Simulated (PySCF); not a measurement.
## Correlation energy of Mg (magnesium, neutral)

[Ne] 3p2, high-spin 3P determinant (an excited configuration). Computed with PySCF 2.14 in aug-cc-pVDZ-DK, with scalar relativity by spin-free X2C-1e. Frozen: [Ne]; 2 electrons correlated.

With two correlated electrons CCSD is exact within the correlated space (frozen core and kept virtual orbitals).

```csv
level,correlation energy (mhartree)
CCSD,-8.19
```

Diagnostics: T1 = 0.0028, D1 = 0.0039, largest double amplitude 0.113.

Cost of the coupled-cluster step: of the order of 0.1 core-seconds, for 2 correlated electrons.

Iterations:

```
CC2 = 0
CCSD nocc = (np.int64(2), np.int64(0)), nmo = (22, 22)
frozen orbitals [[0, 1, 2, 3, 4], [0, 1, 2, 3, 4]]
max_cycle = 100
direct = 0
conv_tol = 1e-08
conv_tol_normt = 1e-06
diis_space = 8
diis_start_cycle = 0
Init t2, MP2 energy = -0.00450008267419475
Init E_corr(UCCSD) = -0.00450008267458652
cycle = 1  E_corr(UCCSD) = -0.00650249627776021  dE = -0.0020024136  norm(t1,t2) = 0.0371232
cycle = 2  E_corr(UCCSD) = -0.00740756303313484  dE = -0.000905066755  norm(t1,t2) = 0.0175066
cycle = 3  E_corr(UCCSD) = -0.00819245516927763  dE = -0.000784892136  norm(t1,t2) = 0.00829272
cycle = 4  E_corr(UCCSD) = -0.00818396865185336  dE = 8.48651742e-06  norm(t1,t2) = 0.000374253
cycle = 5  E_corr(UCCSD) = -0.0081874228441962  dE = -3.45419234e-06  norm(t1,t2) = 8.44379e-05
cycle = 6  E_corr(UCCSD) = -0.00818755019108059  dE = -1.27346884e-07  norm(t1,t2) = 8.05693e-05
cycle = 7  E_corr(UCCSD) = -0.00818552033466804  dE = 2.02985641e-06  norm(t1,t2) = 3.8302e-05
cycle = 8  E_corr(UCCSD) = -0.00818627536459699  dE = -7.55029929e-07  norm(t1,t2) = 7.49753e-06
cycle = 9  E_corr(UCCSD) = -0.00818620060183992  dE = 7.47627571e-08  norm(t1,t2) = 1.09057e-06
cycle = 10  E_corr(UCCSD) = -0.00818618422662097  dE = 1.6375219e-08  norm(t1,t2) = 1.75869e-07
cycle = 11  E_corr(UCCSD) = -0.00818618500999503  dE = -7.83374064e-10  norm(t1,t2) = 2.12178e-08
UCCSD converged
E(UCCSD) = -199.6902631801478  E_corr = -0.008186185009995033
```
